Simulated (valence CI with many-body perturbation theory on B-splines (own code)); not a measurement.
E1 transitions of Te²¹⁺

Computed by configuration interaction combined with many-body perturbation theory (CI+MBPT): three valence electrons over a frozen Dirac-Fock core [Ar] 3d10, a basis of 11 s, 11 p, 10 d, 8 f, 5 g, 2 h functions for each j, with the one-electron correlation potential Σ1, the two-electron term Σ2, the three-electron term Σ3, Breit, model QED; selected CI, second order for the rest, scaled by the run's own slope (own B-spline code, finite nucleus).

No measured spectrum was set against this ion. As an estimate, levels hold to about 250 cm⁻¹ or 0.2 % of their energy and the worst to 1 %, as in measured heavy ions of charge 2 to 7; those with d or f electrons hold less well.

Lines 101 to 150 of 559 in falling wavelength, among levels below 2504300 cm⁻¹, chosen from the strongest by gf and those to the six lowest levels. Wavelengths and rates use the calculated energies, so an error of 2000 cm⁻¹ moves a line at 189.6 Å by 0.38 % and its rate by three times that or more. Electric multipoles are in the length gauge, E1 and E2 with the static RPA response of the core. Weak lines are less certain than strong ones. Lines between different terms over intervals too small for the method are left out, as are lines whose strength nearly cancels. Where a level lies close to another of its J and parity, the split of strength between their lines is uncertain. The highest levels of a list are the least certain.

Names give the largest LS component (configuration and term), which can be under half, so a name can repeat, a term be missing and a line seem to break the LS rules; names also repeat where a configuration has a term twice. Letters in brackets count levels of one name in rising energy.

| λ vac (Å) | Upper | Lower | A (s⁻¹) | S (a.u.) |
| --- | --- | --- | --- | --- |
| 189.6 | 4p²4f ⁴G°_7/2 | 4s4p4f ⁴G_7/2 | 1.28e+10 | 3.44e-01 |
| 189.6 | 4s4p4d ²F°_5/2 [b] | 4s²4d ²D_3/2 | 3.89e+10 | 7.86e-01 |
| 189.5 | 4p³ ⁴S°_3/2 | 4s4p² ⁴P_5/2 | 1.41e+10 | 1.90e-01 |
| 189.2 | 4p²4d ²D_5/2 [d] | 4s4p4d ²F°_7/2 [a] | 1.68e+10 | 3.37e-01 |
| 189.1 | 4p4d² ⁴S°_3/2 | 4s4d² ⁴P_1/2 | 1.90e+10 | 2.53e-01 |
| 187.9 | 4p²4f ²F°_5/2 [b] | 4s4p4f ²G_7/2 [a] | 1.61e+10 | 3.17e-01 |
| 187.7 | 4p²4d ²D_3/2 [c] | 4s4p4d ²F°_5/2 [b] | 2.91e+10 | 3.80e-01 |
| 187.5 | 4p³ ²D°_5/2 | 4s4p² ⁴P_5/2 | 1.04e+10 | 2.04e-01 |
| 187.2 | 4p³ ²P°_1/2 | 4s4p² ²D_3/2 | 5.02e+10 | 3.25e-01 |
| 187.2 | 4p²4f ²D°_3/2 [a] | 4s4p4f ²F_5/2 | 2.06e+10 | 2.67e-01 |
| 186.9 | 4p²4f ²D°_3/2 [b] | 4s4d² ⁴F_3/2 | 1.52e+10 | 1.95e-01 |
| 186.8 | 4p4d² ⁴D°_5/2 [b] | 4s4d² ⁴F_7/2 | 9.70e+09 | 1.87e-01 |
| 186.8 | 4p²4d ²D_3/2 [a] | 4s4p4d ²F°_5/2 [a] | 3.04e+10 | 3.91e-01 |
| 186.4 | 4p²4d ⁴P_5/2 | 4s4p4d ⁴D°_3/2 | 1.27e+10 | 2.44e-01 |
| 185.8 | 4p4d² ⁴D°_7/2 [b] | 4s4d² ⁴F_7/2 | 1.14e+10 | 2.89e-01 |
| 185.7 | 4p²4d ⁴D_7/2 | 4s4p4d ⁴F°_9/2 | 1.30e+10 | 3.29e-01 |
| 185.6 | 4p²4d ²D_5/2 [b] | 4s4p4d ⁴D°_7/2 | 1.06e+10 | 2.01e-01 |
| 185.4 | 4p²4d ²D_5/2 [e] | 4s4p4d ²F°_7/2 [b] | 1.59e+10 | 3.00e-01 |
| 185.3 | 4p²4f ⁴F°_5/2 | 4p²4d ²D_5/2 [c] | 9.54e+09 | 1.80e-01 |
| 185.0 | 4p²4f ⁴F°_9/2 | 4s4p4f ⁴G_11/2 | 1.15e+10 | 3.61e-01 |
| 185.0 | 4p²4d ⁴P_3/2 | 4s4p4d ⁴D°_3/2 | 1.48e+10 | 1.85e-01 |
| 185.0 | 4p²4d ²P_3/2 [a] | 4s4p4d ⁴F°_3/2 | 2.39e+10 | 2.99e-01 |
| 185.0 | 4p²4d ²D_5/2 [b] | 4s4p4d ⁴D°_5/2 | 1.28e+10 | 2.41e-01 |
| 184.7 | 4p4d² ⁴P°_5/2 | 4s4p4f ²G_7/2 [a] | 1.24e+10 | 2.31e-01 |
| 184.6 | 4p4d² ²F°_5/2 [c] | 4s4d² ²G_7/2 | 2.50e+10 | 4.66e-01 |
| 184.0 | 4p²4d ⁴D_1/2 | 4s4p4d ⁴F°_3/2 | 4.22e+10 | 2.59e-01 |
| 183.6 | 4p²4d ⁴P_5/2 | 4s4p4d ⁴P°_5/2 | 1.58e+10 | 2.89e-01 |
| 183.5 | 4p²4d ⁴F_9/2 [b] | 4s4p4d ⁴F°_9/2 | 2.02e+10 | 6.18e-01 |
| 183.4 | 4p4d² ²G°_9/2 | 4s4d² ²G_9/2 | 7.07e+09 | 2.15e-01 |
| 183.2 | 4s4p4d ²P°_1/2 [a] | 4s²4d ²D_3/2 | 4.72e+10 | 2.86e-01 |
| 182.6 | 4p²4d ²G_7/2 | 4s4p4d ⁴F°_7/2 | 1.00e+10 | 2.42e-01 |
| 182.4 | 4p³ ²P°_3/2 [a] | 4s4p² ⁴P_1/2 | 1.73e+10 | 2.07e-01 |
| 181.5 | 4p4d² ⁴G°_7/2 [b] | 4p²4d ²D_5/2 [a] | 7.75e+09 | 1.83e-01 |
| 181.0 | 4p²4f ²H°_9/2 | 4s4p4f ²G_7/2 [a] | 1.04e+10 | 3.04e-01 |
| 180.9 | 4s4p² ²S_1/2 | 4s²4p ²P°_3/2 | 6.38e+10 | 3.73e-01 |
| 180.9 | 4s4p² ²P_1/2 | 4s²4p ²P°_1/2 | 8.93e+10 | 5.22e-01 |
| 180.1 | 4s4p4d ²P°_3/2 [a] | 4s²4d ²D_5/2 | 1.99e+10 | 2.29e-01 |
| 180.0 | 4s4p4f ²D_3/2 [b] | 4s²4f ²F°_5/2 | 8.29e+10 | 9.55e-01 |
| 180.0 | 4s4p4f ²F_7/2 [b] | 4s²4f ²F°_7/2 | 2.95e+10 | 6.79e-01 |
| 180.0 | 4s4p4d ²P°_3/2 [b] | 4s²4d ²D_5/2 | 5.78e+10 | 6.66e-01 |
| 179.9 | 4s4p4f ²D_5/2 [b] | 4s²4f ²F°_7/2 | 2.82e+10 | 4.86e-01 |
| 179.8 | 4s4p4f ²F_7/2 [b] | 4s²4f ²F°_5/2 | 2.45e+10 | 5.62e-01 |
| 179.7 | 4s4p4d ⁴F°_3/2 | 4s4p² ²D_3/2 | 3.66e+09 | 4.19e-02 |
| 179.6 | 4s4p4f ²D_5/2 [b] | 4s²4f ²F°_5/2 | 1.87e+10 | 3.21e-01 |
| 179.6 | 4p³ ²P°_3/2 [b] | 4s4p² ²D_5/2 | 2.47e+10 | 2.82e-01 |
| 179.1 | 4s4p4f ²D_5/2 [c] | 4s²4f ²F°_7/2 | 5.02e+10 | 8.54e-01 |
| 178.9 | 4p³ ⁴S°_3/2 | 4s4p² ⁴P_3/2 | 3.19e+10 | 3.61e-01 |
| 178.9 | 4s4p4f ²D_5/2 [c] | 4s²4f ²F°_5/2 | 2.85e+10 | 4.82e-01 |
| 178.8 | 4s4p4f ²G_9/2 [b] | 4s²4f ²F°_7/2 | 9.64e+10 | 2.72e+00 |
| 178.5 | 4p4d² ²G°_9/2 | 4s4d² ⁴F_9/2 | 8.76e+09 | 2.46e-01 |
